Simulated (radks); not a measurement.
The numbers below are computed, except where a source is named.
Problem. Spherical quantum dot in the effective-mass picture: electrons in a parabolic well V = omega^2 r^2 / 2 with omega = 0.548, all in effective atomic units (hartree* = m*/eps^2 hartree, bohr* = eps/m* bohr), one dielectric constant everywhere. Level of theory: non-relativistic Kohn-Sham, PBEsol, spin-polarised, spherical densities (a radial shooting solver with Libxc functionals). Levels are named by radial order and angular momentum (1s, 1p, 1d, 2s, ...), and open shells are averaged over m. Results are scaled to m* = 0.061 and eps = 4.9, for which hartree* = 69.13 meV and bohr* = 4.251 nm. At N = 28 the configuration is 1s2 1p6 1d10 2s2 1f(up 7, down 1). Does electron 29 go into 2p up or 2p down or 1f down?

Solution. Into 1f down. The total energies of the other choices lie higher by 4.88 meV (2p up), 6.51 meV (2p down).
